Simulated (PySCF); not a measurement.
PySCF input file for CH₃BrGeO, SMILES [O](C)[Ge][Br] (connectivity only; charge and spin as stated), neutral, multiplicity 1, PBE-D3(BJ)/def2-SVP. The structure is a stationary point at PBE-D3(BJ)/def2-SVP. The structure was generated by enumeration; whether it is a known compound was not checked. One conformer was computed; it need not be the lowest.

```python
import numpy as np
from pyscf import gto, scf, dft, df
from pyscf.hessian import thermo

mol = gto.M(
    atom='''
    Ge    0.96126376   -0.59905108   -0.00000000
    Br   -0.32643996    1.43170331    0.00000000
    O    -0.32028542   -1.85430138    0.00000000
    C    -1.73485932   -1.78964322    0.00000000
    H    -2.10913662   -0.74247927    0.00000000
    H    -2.12723294   -2.31261579   -0.89865854
    H    -2.12723294   -2.31261579    0.89865854
    ''',
    basis='def2-SVP',
    charge=0,
    spin=0,
    max_memory=1600,
    verbose=3,
)
mf = dft.RKS(mol, xc='pbe').density_fit(auxbasis='def2-universal-jkfit')
mf.disp = 'd3bj'
mf.grids.level = 3
mf.conv_tol = 1e-11
mf.max_cycle = 100
mf.kernel()

# [left out here: the lines that compute and print the analytic Hessian (its translational invariance restored by hand, since the grid's response is missing), thermochemistry and intensities]
```

Program output:

```
converged SCF energy = -4764.86942756742

WARN: DFTD3 does not support analytical Hessian, using finite difference


WARN: Mole.unit (angstrom) is changed to Bohr

Mode                                 0                   1                   2
Irrep
Freq [cm^-1]                       84.9765            132.4020            166.2707
Reduced mass [au]                   1.0211              5.1784              4.5096
Force const [Dyne/A]                0.0043              0.0535              0.0735
Char temp [K]                     122.2623            190.4970            239.2266
Normal mode                   x     y     z       x     y     z       x     y     z
       0  Ge                -0.00 -0.00  0.00    0.04  0.00  0.00    0.00  0.00 -0.03
       1  Br                 0.00  0.00 -0.01   -0.03 -0.05 -0.00   -0.00 -0.00  0.01
       2   O                 0.00 -0.00  0.00   -0.02  0.06 -0.00   -0.00  0.00  0.20
       3   C                 0.00 -0.00  0.02   -0.01  0.18  0.00   -0.00  0.00 -0.10
       4   H                -0.00 -0.00  0.58    0.07  0.21  0.00    0.00  0.00 -0.15
       5   H                -0.01  0.50 -0.27   -0.06  0.22 -0.00    0.19  0.02 -0.20
       6   H                 0.01 -0.50 -0.27   -0.06  0.22  0.00   -0.19 -0.02 -0.20
Mode                                 3                   4                   5
Irrep
Freq [cm^-1]                      251.1453            304.1673            564.3332
Reduced mass [au]                  14.0835              6.0630              7.7875
Force const [Dyne/A]                0.5234              0.3305              1.4612
Char temp [K]                     361.3421            437.6290            811.9499
Normal mode                   x     y     z       x     y     z       x     y     z
       0  Ge                 0.02 -0.07 -0.00    0.06 -0.03  0.00    0.04  0.04  0.00
       1  Br                -0.04  0.06  0.00   -0.02  0.02 -0.00   -0.00  0.00 -0.00
       2   O                 0.04 -0.07  0.00   -0.08  0.13 -0.00   -0.07 -0.17  0.00
       3   C                 0.04  0.06 -0.00   -0.09 -0.08  0.00   -0.12 -0.02 -0.00
       4   H                 0.15  0.09 -0.00   -0.24 -0.14  0.00   -0.01  0.02  0.00
       5   H                -0.01  0.09 -0.00   -0.00 -0.15  0.00   -0.19  0.03 -0.00
       6   H                -0.01  0.09  0.00   -0.00 -0.15 -0.00   -0.19  0.03  0.00
Mode                                 6                   7                   8
Irrep
Freq [cm^-1]                     1080.0529           1122.8688           1135.3049
Reduced mass [au]                   8.2837              1.2823              1.3689
Force const [Dyne/A]                5.6933              0.9526              1.0396
Char temp [K]                    1553.9556           1615.5582           1633.4510
Normal mode                   x     y     z       x     y     z       x     y     z
       0  Ge                 0.01  0.01 -0.00    0.00  0.00  0.00   -0.00 -0.00  0.00
       1  Br                -0.00  0.00  0.00   -0.00 -0.00 -0.00    0.00 -0.00 -0.00
       2   O                -0.18 -0.01  0.00   -0.00 -0.00 -0.05    0.04  0.06 -0.00
       3   C                 0.19 -0.03 -0.00    0.00  0.00  0.12   -0.04 -0.12  0.00
       4   H                 0.22 -0.01  0.00   -0.00 -0.00 -0.29    0.58  0.10 -0.00
       5   H                -0.01  0.05  0.02    0.56  0.07 -0.15   -0.32  0.26 -0.10
       6   H                -0.01  0.05 -0.02   -0.56 -0.07 -0.15   -0.32  0.26  0.10
Mode                                 9                  10                  11
Irrep
Freq [cm^-1]                     1400.5886           1411.8999           1416.3352
Reduced mass [au]                   1.1278              1.0387              1.0421
Force const [Dyne/A]                1.3034              1.2200              1.2317
Char temp [K]                    2015.1351           2031.4096           2037.7911
Normal mode                   x     y     z       x     y     z       x     y     z
       0  Ge                -0.00 -0.00 -0.00   -0.00 -0.00 -0.00    0.00 -0.00 -0.00
       1  Br                -0.00  0.00 -0.00    0.00 -0.00  0.00    0.00  0.00  0.00
       2   O                 0.04  0.01 -0.00    0.01  0.01  0.00   -0.00 -0.00  0.01
       3   C                 0.09 -0.00  0.00    0.00  0.05  0.00    0.00 -0.00  0.05
       4   H                -0.55 -0.22  0.00    0.33  0.14 -0.00   -0.00 -0.00 -0.70
       5   H                -0.47  0.14  0.14   -0.24 -0.46  0.38   -0.31  0.37 -0.05
       6   H                -0.47  0.14 -0.14   -0.24 -0.46 -0.38    0.31 -0.37 -0.05
Mode                                12                  13                  14
Irrep
Freq [cm^-1]                     2935.6664           3029.7596           3029.8622
Reduced mass [au]                   1.0302              1.1062              1.1069
Force const [Dyne/A]                5.2308              5.9828              5.9868
Char temp [K]                    4223.7703           4359.1495           4359.2971
Normal mode                   x     y     z       x     y     z       x     y     z
       0  Ge                -0.00 -0.00  0.00   -0.00 -0.00 -0.00   -0.00 -0.00  0.00
       1  Br                -0.00  0.00 -0.00    0.00  0.00  0.00    0.00  0.00 -0.00
       2   O                 0.00  0.00 -0.00    0.00 -0.00  0.00    0.00 -0.00 -0.00
       3   C                 0.04 -0.01 -0.00    0.00  0.00 -0.09    0.00  0.09  0.00
       4   H                -0.20  0.58 -0.00    0.00 -0.00 -0.02    0.24 -0.70  0.00
       5   H                -0.18 -0.26 -0.44    0.22  0.33  0.54   -0.14 -0.19 -0.35
       6   H                -0.18 -0.26  0.44   -0.22 -0.33  0.54   -0.14 -0.19  0.35
temperature 298.1500 [K]
pressure 101325.00 [Pa]
Rotational constants [GHz] 4.03773 1.69610 1.20365
Symmetry number 1
Zero-point energy (ZPE) 0.04116 [Eh]   108056.484 [J/mol]
                           tot       elec      trans        rot        vib
Entropy [J/mol/K]       345.634      0.000    173.756    117.393     54.486
Cv [J/mol/K]             72.712      0.000     12.472     12.472     47.769
Cp [J/mol/K]             81.027      0.000     20.786     12.472     47.769
Internal energy [J/mol]                      3718.434   3718.434 116529.463
Internal energy [Eh]   -4764.82221  -4764.86943
Enthalpy [J/mol]                             6197.391   3718.434 116529.463
Enthalpy [Eh]          -4764.82127
Gibbs free energy [J/mol]                  -45607.832 -31282.302 100284.536
Gibbs free energy [Eh] -4764.86052
mode   freq/cm-1   IR/(km/mol)
   1       84.98         0.012
   2      132.40         2.756
   3      166.27        11.219
   4      251.15        16.133
   5      304.17        33.902
   6      564.33        62.993
   7     1080.05       168.522
   8     1122.87         1.468
   9     1135.30         1.279
  10     1400.59        11.595
  11     1411.90         5.027
  12     1416.34         2.301
  13     2935.67        64.372
  14     3029.76        21.837
  15     3029.86        11.073
max |gradient| / (hartree/bohr): 0.00011496934640427976
APT charges: [ 9.672e-01 -5.263e-01 -8.022e-01  4.333e-01  6.000e-04 -3.630e-02
 -3.630e-02]
```

Self-consistency was reached.
